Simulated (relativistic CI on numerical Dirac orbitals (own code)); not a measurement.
One change at a time: Sc X

Base calculation: Dirac-Coulomb-Breit CI, orbitals from a KLI potential per configuration, model QED (radiative potential, 1s self-energy scaled to tabulated hydrogen-like ionisation energies), unscaled Slater integrals.

Configuration list (outside the closed core [Ne]): 3s², 3s3p, 3p², 3s3d, 3d², 3p3d, 3p4s, 3s4s, 3s4p, 3d4s, 3s4d, 3s4f, 3s5s, 3s5p, 3s5d, 4s², 3s5f, 3s5g, 3s6s, 3s6p, 3s6d. Levels of other configurations are missing.

The lowest level and the first level of each name with at least 55 % of one term (blank where a level has no safe partner in the second run):

| Level | Base (cm⁻¹) | Shift (cm⁻¹) |
| --- | --- | --- |
| 3s² ¹S0 | 0 | 0 |
| 3s3p ³P°0 | 156792 | +722 |
| 3s3p ³P°1 | 158751 | +722 |
| 3s3p ³P°2 | 163017 | +722 |
| 3s3p ¹P°1 | 240265 | +749 |
| 3p² ¹D2 | 371721 | +1376 |
| 3p² ³P0 | 375914 | +1478 |
| 3p² ³P1 | 378467 | +1478 |
| 3p² ³P2 | 383233 | +1471 |
| 3p² ¹S0 | 445362 | +1441 |
| 3s3d ³D1 | 458419 | +971 |
| 3s3d ³D2 | 458601 | +971 |
| 3s3d ³D3 | 458891 | +971 |
| 3s3d ¹D2 | 527107 | +1086 |
| 3p3d ³F°2 | 623856 | +1663 |
| 3p3d ³F°3 | 626585 | +1663 |
| 3p3d ³F°4 | 629837 | +1663 |
| 3p3d ¹D°2 | 633892 | +1660 |
| 3p3d ³P°2 | 664968 | +1657 |
| 3p3d ³P°0 | 668788 | +1657 |
| 3p3d ³D°3 | 670074 | +1660 |
| 3p3d ³D°2 | 670119 | +1659 |

At this charge energies of transitions that change n are usually good to better than 1 %, and those within a shell (Δn = 0) to a few per cent.

(1) One thing was changed in a second run, which moved the levels as shown. Which?
A. P86 correlation estimate
B. Breit term removed
C. QED terms removed
D. configuration mixing switched off
E. non-relativistic limit

Results:

(1) A. P86 correlation estimate. A correlation estimate moves all levels of a configuration together before mixing; mixed levels move by a weighted share.

LS names give the leading component of a level, which can be under half, so a name can repeat, a term be missing and a line seem to break the LS rules.
